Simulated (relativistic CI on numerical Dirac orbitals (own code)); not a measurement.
Computed by Dirac-Coulomb-Breit CI, KLI orbitals optimised for each configuration, model QED (radiative potential, 1s self-energy scaled to tabulated hydrogen-like ionisation energies), unscaled Slater integrals (own radial code, finite nucleus).

The strongest absorption lines from the ground level of an ion, among the configurations computed and to levels below about 297 eV (vacuum wavelength in nm, gf): 4.2957 (0.89), 9.3530 (2.9), 9.4169 (7.7), 9.6915 (2.3), 9.6960 (1.7), 11.822 (0.78), 11.931 (0.49), 12.389 (0.28).

(1) Which ion is it?
A. Pr XXV
B. La XXIII
C. Cs XXI
D. Pm XXVII

Answers

(1) B. La XXIII has 35 electrons and the ground level 4s2 4p5 2P°_3/2; the strongest line goes to 4s2 4p4 4d 2D_5/2. The pattern of lines fixes the number of electrons, and along that sequence the line energies rise steadily with the charge (about as its square where n changes within one kind of shell, about linearly where n is kept but much faster in heavy ions where fine structure, which grows about as Z⁴, sets the gap, and irregularly where shells cross), which fixes Z. Configurations outside the model, such as inner-shell arrays, can give stronger lines. At this charge energies of transitions that change n are usually good to better than 1 %, and those within a shell (Δn = 0) to a few per cent.

LS names give the leading component of a level, which can be under half, so a name can repeat, a term be missing and a line seem to break the LS rules.
